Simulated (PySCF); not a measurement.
## What the settings do

Molecule: SMILES C=Cc1ccccc1S, C8H8S; geometry GFN2-xTB.

Bonds (- single, = double, # triple, : aromatic): C1=C2, C2-C3, C3:C4, C4:C5, C5:C6, C6:C7, C7:C8, C8-S9, C8:C3. C1 carries H10, H11; C2 carries H12; C4 carries H13; C5 carries H14; C6 carries H15; C7 carries H16; S9 carries H17. H11 is cis to C3; H10 is trans to C3.

All runs: PySCF, non-relativistic, gas phase unless a solvent (IEF-PCM) is named; grid level 2, GIAOs and SCF threshold 1e-9 unless changed. The yardstick, PBE0/pcSseg-1, gives these isotropic shieldings σ (ppm, equivalent atoms averaged): C4 53.1, C5 56.8, H15 24.23, H14 24.37, H12 24.62, H11 25.77, H10 26.04.

(1) What do these inputs give? (1) HF/def2-SVP; aux def2-universal-jkfit; (2) LDA/3-21G; (3) KT3/IGLO-II; max_cycle 5; (4) PBE0/3-21G; aux def2-qzvpp-jkfit; (5) BHandHLYP/6-311G**; common gauge at [0, 0, 0]; conv 0.01; max_cycle 92

(2) Comment on the technical settings and failures.

Results:

(1) 
```
run        outcome  functions  wall time    C4    C5    H15    H14    H12    H11    H10
  1      converged        170      6.9 s  69.9  75.2  24.97  25.14  25.47  26.53  26.88
  2      converged        101      8.1 s  92.0  95.2  25.56  25.69  25.77  26.53  26.86
  3  not converged        259       12 s     –     –      –      –      –      –      –
  4      converged        101      7.9 s  94.1  97.2  26.02  26.13  26.33  27.04  27.34
  5      converged        218       11 s  93.6  72.0   7.48  16.32  43.88  36.31   6.81
```

Times are on 1 thread of an Intel Xeon 6975P-C, shared host.

(2) 
- Run 1: The functional and orbital basis differ from the yardstick's, which in itself moves the values. The other auxiliary basis adds little: it changes only the density-fitting error.
- Run 3: The SCF stopped after 5 cycles without meeting its threshold and the cycle limit at 5, so no response property followed.
- Run 4: The orbital basis differs from the yardstick's, which in itself moves the values. The other auxiliary basis adds little: it changes only the density-fitting error.
- Run 5: The functional and orbital basis differ from the yardstick's, which in itself moves the values. A common gauge origin replaces GIAOs; in a finite basis the shieldings then depend on that origin, the more so the further away the nucleus and the smaller the basis. A loose SCF threshold (0.01) leaves errors in the orbitals that response properties inherit. The cycle limit changes the path of the SCF (4 cycles), not the solution, provided the same state is reached.

Runs 3, 5 were set up unsoundly or failed; their numbers aren't to be quoted as properties of the molecule.
